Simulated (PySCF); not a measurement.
# Reading the logs of faulty runs: BCH5NSi cation

These are calculations, not measurements. The program is PySCF 2.14.0, an open-source quantum chemistry code, run on an isolated molecule that a program drew, which may never have been made. The molecule is BCH5NSi cation (charge +1, singlet), drawn as the SMILES string `NB=C[SiH2+]`.

Each row is a Hartree-Fock (HF) and frozen-core CCSD(T) single point in the cc-pV(D+d)Z basis, meant for a local HF minimum. Run 1 is clean. Each other run has one planted mistake out of seven kinds, and not every kind appears here: one electron removed, one electron added, multiplicity raised by two, geometry at a saddle point, minimal basis STO-3G, one bond length entered in bohr, all coordinates scaled. The reference is restricted for singlets and unrestricted otherwise, and also for a bond in bohr. Adding or removing an electron swaps singlet and doublet. Electrons count all cores. HOMO and LUMO are orbital energies over both spins, the gradient is its largest component, and the lowest frequency (negative if imaginary) is given only where the gradient is small. Bond lengths are over the 8 bonds as drawn. T1 is the CCSD diagnostic: over 0.02 (restricted) or 0.045 (unrestricted) a single reference is doubtful.

Geometry of the clean run:
```xyz
9
BCH5NSi cation, angstrom
N    -1.3195   -1.2328   -1.3494
B    -0.7849   -0.5296   -0.3465
C    -0.2322    0.2230    0.7449
Si   -1.1203    0.5358    2.1983
H    -1.8190   -0.8039   -2.1087
H    -1.2139   -2.2287   -1.4324
H     0.7802    0.6056    0.6456
H    -2.4855    0.0359    2.3663
H    -0.5501    1.3026    3.3040
```

| run | electrons | basis functions | <S^2> | HOMO (eV) | LUMO (eV) | gradient (hartree/bohr) | lowest frequency (cm^-1) | mean bond (Å) | longest bond (Å) | T1 | HF (hartree) | CCSD(T) (hartree) | mistake |
|---|---|---|---|---|---|---|---|---|---|---|---|---|---|
| 1 | 36 | 90 | 0.000 | -14.95 | -4.00 | 2.7e-05 | 135 | 1.3158 | 1.732 | 0.0148 | -408.62741 | -409.13701 | no fault |
| 2 | 36 | 90 | 0.000 | -14.60 | -4.10 | 3.1e-02 | - | 1.3618 | 1.792 | 0.0165 | -408.61611 | -409.13373 | all coordinates scaled |
| 3 | 36 | 29 | 0.000 | -13.11 | -1.09 | 3.1e-02 | - | 1.3158 | 1.732 | 0.0205 | -403.84342 | -404.08626 | minimal basis STO-3G |
| 4 | 36 | 90 | 0.000 | -14.44 | -3.54 | 5.9e-05 | -466 | 1.3166 | 1.719 | 0.0167 | -408.61281 | -409.12116 | geometry at a saddle point |
| 5 | 37 | 90 | 0.843 | -5.51 | 3.03 | 5.1e-02 | - | 1.3158 | 1.732 | 0.0209 | -408.80196 | -409.32867 | ? |

**Which mistake was planted in run 5, and what did it cost?**

It counts 37 electrons, one more than the clean run, at the same geometry and basis. So the mistake is: one electron added. Subtracting run 1 and multiplying by 627.51 kcal/mol a hartree, the energy moved by -109.5 kcal/mol in HF and -120.3 kcal/mol in CCSD(T).

Cautions from the logs. Run 3: T1 is over the limit, so its CCSD(T) energy is less reliable.
